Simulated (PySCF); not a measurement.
PySCF job for SiHF3, SMILES F[SiH](F)F, B3LYP-D3(BJ)/def2-SVP. Geometry optimised at B3LYP-D3(BJ)/def2-SVP.

```python
import numpy as np
from pyscf import gto, scf, dft, df
from pyscf.hessian import thermo

mol = gto.M(
    atom='''
    Si   -0.00000000   -0.00000000    0.33252988
    F    -1.29656926   -0.74857461   -0.23897383
    F     0.00000000    1.49714923   -0.23897383
    F     1.29656926   -0.74857462   -0.23897383
    H     0.00000000    0.00000000    1.79687503
    ''',
    basis='def2-SVP',
    charge=0,
    spin=0,
    max_memory=1600,
    verbose=3,
)
mf = dft.RKS(mol, xc='b3lyp').density_fit(auxbasis='def2-universal-jkfit')
mf.disp = 'd3bj'
mf.grids.level = 3
mf.conv_tol = 1e-11
mf.max_cycle = 100
mf.kernel()

# [left out here: the lines that compute and print the analytic Hessian (its translational invariance restored by hand, since the grid's response is missing), thermochemistry and intensities]
```

It prints:

```
converged SCF energy = -589.495026721735

WARN: DFTD3 does not support analytical Hessian, using finite difference


WARN: Mole.unit (angstrom) is changed to Bohr

Mode                                 0                   1                   2
Irrep
Freq [cm^-1]                      291.6919            291.7097            405.8654
Reduced mass [au]                  14.3461             14.3466             16.9923
Force const [Dyne/A]                0.7192              0.7193              1.6492
Char temp [K]                     419.6797            419.7053            583.9499
Normal mode                   x     y     z       x     y     z       x     y     z
       0  Si                 0.06  0.00  0.00    0.00 -0.06 -0.00    0.00 -0.00  0.12
       1   F                 0.02  0.10 -0.03   -0.10  0.09  0.02    0.07  0.04 -0.06
       2   F                -0.15  0.00  0.00   -0.00 -0.08 -0.03   -0.00 -0.08 -0.06
       3   F                 0.02 -0.10  0.03    0.10  0.09  0.02   -0.07  0.04 -0.06
       4   H                 0.14  0.00  0.00    0.00 -0.14 -0.00    0.00  0.00  0.12
Mode                                 3                   4                   5
Irrep
Freq [cm^-1]                      835.3350            835.3619            841.5263
Reduced mass [au]                   1.1643              1.1644             17.4702
Force const [Dyne/A]                0.4787              0.4787              7.2893
Char temp [K]                    1201.8611           1201.8998           1210.7689
Normal mode                   x     y     z       x     y     z       x     y     z
       0  Si                 0.00  0.00  0.00    0.00 -0.00 -0.00   -0.00  0.00 -0.09
       1   F                -0.03 -0.03 -0.04    0.03  0.00  0.02    0.09  0.05  0.05
       2   F                 0.01 -0.00  0.00    0.00  0.05 -0.05    0.00 -0.11  0.05
       3   F                -0.03  0.03  0.04   -0.03  0.00  0.02   -0.09  0.05  0.05
       4   H                 0.92  0.00  0.00    0.00 -0.92 -0.00    0.00  0.00 -0.10
Mode                                 6                   7                   8
Irrep
Freq [cm^-1]                     1004.1752           1004.1758           2375.0541
Reduced mass [au]                   9.5990              9.5996              1.0430
Force const [Dyne/A]                5.7029              5.7033              3.4664
Char temp [K]                    1444.7845           1444.7854           3417.1741
Normal mode                   x     y     z       x     y     z       x     y     z
       0  Si                 0.00  0.13 -0.00    0.13 -0.00  0.00   -0.00  0.00 -0.04
       1   F                -0.05 -0.04 -0.02   -0.09 -0.05 -0.03    0.00  0.00  0.00
       2   F                -0.00 -0.12  0.04   -0.01  0.00 -0.00    0.00 -0.00  0.00
       3   F                 0.04 -0.03 -0.02   -0.09  0.05  0.03   -0.00  0.00  0.00
       4   H                -0.01 -0.25 -0.00   -0.25  0.01  0.00    0.00 -0.00  0.98
temperature 298.1500 [K]
pressure 101325.00 [Pa]
Rotational constants [GHz] 6.88337 6.88337 3.95593
Symmetry number 3
Zero-point energy (ZPE) 0.01796 [Eh]   47162.147 [J/mol]
                           tot       elec      trans        rot        vib
Entropy [J/mol/K]       278.790      0.000    164.312     95.271     19.207
Cv [J/mol/K]             55.726      0.000     12.472     12.472     30.782
Cp [J/mol/K]             64.040      0.000     20.786     12.472     30.782
Internal energy [J/mol]                      3718.434   3718.434  50949.174
Internal energy [Eh]   -589.47279  -589.49503
Enthalpy [J/mol]                             6197.391   3718.434  50949.174
Enthalpy [Eh]          -589.47184
Gibbs free energy [J/mol]                  -42792.186 -24686.683  45222.651
Gibbs free energy [Eh] -589.50350
static polarisability / bohr^3: [[17.632  0.    -0.   ]
 [-0.    17.632  0.   ]
 [-0.    -0.    18.485]]
largest difference of analytic and finite-field dipole derivatives / e: 0.00037132202521572566
mode   freq/cm-1   IR/(km/mol)   Raman/(A^4/amu)   depolarisation
   1      291.69        13.177             0.673            0.750
   2      291.71        13.178             0.673            0.750
   3      405.87        73.510             1.021            0.724
   4      835.33        24.638             9.957            0.750
   5      835.36        24.636             9.957            0.750
   6      841.53        79.207             4.789            0.000
   7     1004.18       245.634             0.383            0.750
   8     1004.18       245.631             0.383            0.750
   9     2375.05        72.196            84.287            0.165
max |gradient| / (hartree/bohr): 0.00011472390146881936
APT charges: [ 2.0596 -0.6076 -0.6076 -0.6076 -0.2369]
```

Self-consistency was reached.
